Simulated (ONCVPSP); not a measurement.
**copper (Cu) ONCV: all-electron and pseudo phase curves**

Cu, optimised norm-conserving Vanderbilt (ONCV), made with ONCVPSP 4.0.1 (LDA (Perdew-Zunger), scalar-relativistic). Core [Ne], reference 3s2 3p6 3d10 4s0.75 4p0.25. Waves: 3s+4s: rc 1.10 bohr, ncon 4, nbas 9, qcut 11.3 1/bohr, 2 projectors; 3p+4p: rc 1.10 bohr, ncon 4, nbas 7, qcut 11.6 1/bohr, 2 projectors; 3d: rc 1.60 bohr, ncon 4, nbas 8, qcut 8.7 1/bohr, 1 projector. Local part: polynomial inside 0.70 bohr (lpopt 4, dvloc0 3 Ha). Core correction: none.

The phase is arctan(r·R′/R) of the radial function R(r), unwrapped; energies in Ha, scanned from -6 to 5 Ha. A pole is an energy at which the radial function vanishes at the test radius. The pseudo phase is shifted by a multiple of π to meet the all-electron one at the reference energy, and phase errors are pseudo minus all-electron; the curves can meet again beyond the range given. Levels narrower than the energy grid can be missing from the lists of poles.

For each channel, where are the poles, and over which energies does the pseudopotential scatter like the atom?

```tsv
channel	radius (bohr)	reference energy (Ha)	poles, all-electron	poles, pseudo	unbroken range about the reference energy with phases within 0.05 rad	phase error 1 Ha above the reference energy (rad)
s	1.12	-0.19	-3.04	-3.04	the whole range	-0.000
p	1.12	-0.04	-1.33	-1.33	the whole range	+0.000
d	1.63	-0.22	0.14	0.15	below 0.8	+0.048
```

Phases in the p channel:

```
E (Ha)  all-electron  pseudo
 -5.96         1.020   1.020
 -5.68         0.970   0.970
 -5.40         0.905   0.905
 -5.12         0.820   0.820
 -4.84         0.704   0.704
 -4.56         0.540   0.540
 -4.28         0.306   0.306
 -4.00        -0.012  -0.012
 -3.72        -0.379  -0.379
 -3.44        -0.714  -0.714
 -3.16        -0.968  -0.968
 -2.88        -1.149  -1.149
 -2.60        -1.277  -1.277
 -2.32        -1.371  -1.371
 -2.04        -1.443  -1.443
 -1.76        -1.501  -1.501
 -1.48        -1.549  -1.549
 -1.20        -1.589  -1.589
 -0.92        -1.625  -1.625
 -0.64        -1.657  -1.657
 -0.36        -1.688  -1.687
 -0.08        -1.716  -1.716
  0.20        -1.744  -1.744
  0.48        -1.771  -1.771
  0.76        -1.800  -1.800
  1.04        -1.829  -1.829
  1.32        -1.859  -1.859
  1.60        -1.892  -1.892
  1.88        -1.928  -1.928
  2.16        -1.968  -1.968
  2.44        -2.013  -2.013
  2.72        -2.065  -2.065
  3.00        -2.126  -2.126
  3.28        -2.199  -2.199
  3.56        -2.286  -2.286
  3.84        -2.393  -2.393
  4.12        -2.524  -2.524
  4.40        -2.683  -2.684
  4.68        -2.871  -2.872
  4.96        -3.081  -3.082
```
